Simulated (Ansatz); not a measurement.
Cost and result for the atomization energy of C₄H₈Ge (`C#[C][GeH]([CH3])[CH3]`) (13 atoms, 12 bonds).

```xyz
13

C    -1.047    0.895    2.573
C    -0.498    0.728    1.512
Ge    0.354    0.431   -0.173
C     1.444   -1.178   -0.031
C    -1.029    0.249   -1.534
H    -1.529    1.047    3.511
H     1.237    1.662   -0.458
H     2.189   -1.064    0.756
H     1.957   -1.371   -0.975
H     0.813   -2.035    0.208
H    -1.670   -0.603   -1.301
H    -1.645    1.148   -1.573
H    -0.576    0.091   -2.514
```

Charge 0, multiplicity 1. Correlated methods include outer-core shells of Ge, which these sets cover unevenly. Scalar relativity is left out up to krypton. All single points use the PBE0-D4/def2-TZVP geometry. Program: Ansatz. All runs use 2 threads of an AMD EPYC 7R13 on a shared host and a share of an NVIDIA H100 80 GB. Times are those of one run each, without the atoms' runs, and a repeat can differ threefold. Electronic energies, without spin–orbit coupling; frozen cores. CCSD(T)/CBS adds CCSD(T) − MP2 in def2-TZVPP to the MP2 limit, and its time is that of the two runs behind it. T1 = 0.011. With those shells the extrapolation isn't a true limit. B3LYP takes the VWN-RPA correlation (the form of Gaussian; ORCA's B3LYP/G).

CCSD(T)/CBS is a level of theory with its own doubt, some kJ/mol a heavy atom from the limit and from the frozen cores, so smaller differences don't rank the functionals.

| level | functions | wall time | atomization (kcal/mol) | difference from CCSD(T)/CBS | per bond |
| --- | --- | --- | --- | --- | --- |
| PBE0-D4/def2-TZVPP | 284 | 9 s | 1198.9 | 1.2 | 0.1 |
| B3LYP-D4/def2-TZVPP (with forces) | 284 | 12 s | 1193.5 | -4.2 | -0.3 |
| r2SCAN-D4/def2-TZVPP (with forces) | 284 | 14 s | 1197.7 | 0.0 | 0.0 |
| ωB97X-V/def2-TZVPP | 284 | 14 s | 1196.1 | -1.6 | -0.1 |
| PBE-D4/def2-TZVPP (with forces) | 284 | 17 s | 1214.5 | 16.8 | 1.4 |
| ωB97M-V/def2-TZVPP (with forces) | 284 | 19 s | 1195.4 | -2.3 | -0.2 |
| B2PLYP/def2-TZVPP | 284 | 19 s | 1186.0 | -11.7 | -1.0 |
| MP2/def2-QZVPP | 557 | 24 s | 1202.7 | 5.0 | 0.4 |
| CCSD(T)/def2-TZVPP | 284 | 25 s | 1174.7 | -23.0 | -1.9 |
| CCSD(T)/CBS(def2) | – | 49 s | 1197.7 | 0.0 | 0.0 |

The D4 term adds +9.6 kcal/mol with B3LYP and +5.1 kcal/mol with PBE0; it sums over pairs of atoms, weighted by their polarisabilities, and B3LYP, whose exchange is more repulsive, gets the larger term. In def2-TZVPP, CCSD(T) changes the Hartree–Fock value by +281.9 kcal/mol (the triples alone add +17.1 kcal/mol) and MP2 by +296.6 kcal/mol; breaking electron pairs costs correlation energy, which Hartree–Fock lacks. From PBE to PBE0 (25 % exact exchange), in def2-TZVPP and without D4, the atomization energy moves by −14.7 kcal/mol: exact exchange takes away binding that semilocal exchange gives to molecules.
